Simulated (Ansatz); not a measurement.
Calculated with Ansatz (gas phase, PBE0-D4/def2-TZVP geometries, no zero-point term in ΔE). CBS: MP2 limit from def2 TZ/QZ plus the TZ coupled-cluster correction, frozen cores. This one scheme is used for every species, atoms too. DFT in def2-TZVPP. B3LYP here is the variant with VWN-RPA as its local correlation; programs differ in this. Open shells (•) are unrestricted, without spin–orbit coupling. Spin–orbit coupling would lower the free atoms: a little for C, O, Si. Each species was taken in one conformer, which may not be the lowest.

Reaction (atomization): `C=C[Si](O)(O)C=C` → 4 C• + 8 H• + 2 O• + Si•

Task: What is ΔE at CCSD(T)/CBS? (Best estimate.)

Result: Ansatz gave: +1511.6 kcal/mol.

Task: What do these levels give: PBE0-D4, B3LYP-D4, ωB97X-V, ωB97M-V, B2PLYP, PBE, B3LYP, MP2/def2-TZVPP, SCS-MP2/def2-TZVPP, HF/CBS(def2), MP2/CBS(def2), CCSD/CBS(def2)? (Best estimate.)

Result: Ansatz gave: PBE0-D4 1510.3, B3LYP-D4 1507.4, ωB97X-V 1508.4, ωB97M-V 1513.4, B2PLYP 1494.2, PBE 1531.0, B3LYP 1493.7, MP2/def2-TZVPP 1503.6, SCS-MP2/def2-TZVPP 1491.4, HF/CBS(def2) 1108.2, MP2/CBS(def2) 1543.2, CCSD/CBS(def2) 1487.9 kcal/mol.

Largest T1 diagnostic among the species: 0.012.

The D4 term adds +13.7 kcal/mol with B3LYP and +7.3 kcal/mol with PBE0; it sums over pairs of atoms, weighted by their polarisabilities, and B3LYP, whose exchange is more repulsive, gets the larger term. From PBE to PBE0 (25 % exact exchange), in def2-TZVPP and without D4, ΔE moves by −28.0 kcal/mol: exact exchange takes away binding that semilocal exchange gives to molecules. In def2-TZVPP, CCSD(T) changes the Hartree–Fock value by +366.5 kcal/mol (the triples alone add +23.8 kcal/mol) and MP2 by +398.0 kcal/mol; breaking electron pairs costs correlation energy, which Hartree–Fock lacks.

For atomizations the MP2-based limit and the directly extrapolated one differ by several kJ/mol either way, and by 10 to 25 for some Ge, Se and Sn compounds, so smaller differences from it don't rank the levels.
